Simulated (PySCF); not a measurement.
B3LYP has the VWN-RPA correlation part, as in Gaussian. Delta-SCF ions had no search for a lower state. Excitations are Tamm–Dancoff values on a coarser integration grid. The basis has no diffuse functions, so Rydberg states are missing or too high.

Cartesian coordinates (Å):
```xyz
21

Si    -2.7494    -0.9894    -0.5575
C     -1.3279     0.1976    -0.2361
C     -1.5815     1.5566    -0.2163
C     -0.5617     2.5014     0.0189
C      0.7255     2.0740     0.2362
Cl     1.9589     3.2571     0.5226
C      1.0624     0.6900     0.2306
C      2.3809     0.2217     0.4516
C      2.6616    -1.1240     0.4375
C      1.6337    -2.0609     0.2012
C      0.3457    -1.6318    -0.0162
C      0.0113    -0.2526    -0.0103
H     -2.9511    -1.9310     0.5872
H     -3.9880    -0.1768    -0.7464
H     -2.5129    -1.8139    -1.7831
H     -2.5962     1.9273    -0.3859
H     -0.7855     3.5691     0.0299
H      3.1701     0.9525     0.6336
H      3.6836    -1.4692     0.6097
H      1.8621    -3.1292     0.1910
H     -0.4415    -2.3684    -0.1981
```
Charge 0, spin multiplicity 1.

Q: Estimate the S1 excitation (TDA), dipole moment, total energy, brightest of the four lowest singlets (TDA), vertical ionisation energy (Delta-SCF), S1 oscillator strength, T1 excitation (TDA) and S1–T1 gap (TDA) that B3LYP-D3(BJ)/def2-TZVP // PBE0-D4/def2-SVP in PySCF 2.14.0 returns for this input.

A: 
```yaml
S1 excitation (TDA): 4.28 eV
dipole_moment: 0.70 D
total_energy: -1136.4286 Ha
brightest of the four lowest singlets (TDA): 4.28 eV
vertical ionisation energy (Delta-SCF): 8.01 eV
S1 oscillator strength: 0.161
T1 excitation (TDA): 2.86 eV
S1–T1 gap (TDA): 1.42 eV
```
